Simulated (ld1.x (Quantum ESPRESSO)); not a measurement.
**LDA (PZ) PAW dataset for P (Z = 15), scalar-relativistic all-electron reference.**

- Element: P (Z = 15)
- Generator: ld1.x (Quantum ESPRESSO) 7.5
- Type: PAW
- Functional: LDA (PZ)
- Relativity: scalar-relativistic
- Frozen core: [He]
- Valence charge: 13
- Reference configuration: 2s2 2p6 3s2 3p2.75 (charge +0.25)
- Partial waves: 2s (bound): rcut 0.70, rcutus 0.75 bohr; 3s (bound): rcut 0.70, rcutus 0.75 bohr; 2p (bound): rcut 0.70, rcutus 0.80 bohr; 3p (bound): rcut 0.70, rcutus 0.80 bohr
- Local potential: all-electron potential smoothed inside 0.70 bohr (lloc = -1)
- Core correction: a·sin(br)/r model core inside 0.35 bohr
- Augmentation charge: PSQ, inside the norm-conserving radii

Q: Estimate the cutoffs (Ry, on a coarse ladder) from which the occupation-weighted sum of valence levels, in a spherical-Bessel basis at the reference potential, stays within 10 and 1 mRy of its value at 400 Ry.

A: 200 Ry and over 300 Ry.

Q: Does the potential have ghost states?

A: No extra level below or beside the all-electron valence levels (s, p, d, f tested).

Q: Is the overlap operator S = 1 + Σ q|β⟩⟨β| positive definite (Bessel basis up to 400 Ry)?

A: Yes: its lowest eigenvalue is 0.04 (s channel).

Q: Tests: 2s2 2p6 3s2 3p3; 2s2 2p6 3s2 3p2; 2s2 2p6 3s2 3p1; 2s2 2p6 3s0 3p5; 2s2 2p6 3s1 3p0; 2s2 2p6 3s1 3p3; 2s2 2p6 3s1 3p4. Which has the largest error in its energy relative to the reference configuration, and how large is it?

A: 2s2 2p6 3s1 3p0, with -1.9 meV (all-electron minus pseudo) on +109.50 eV.
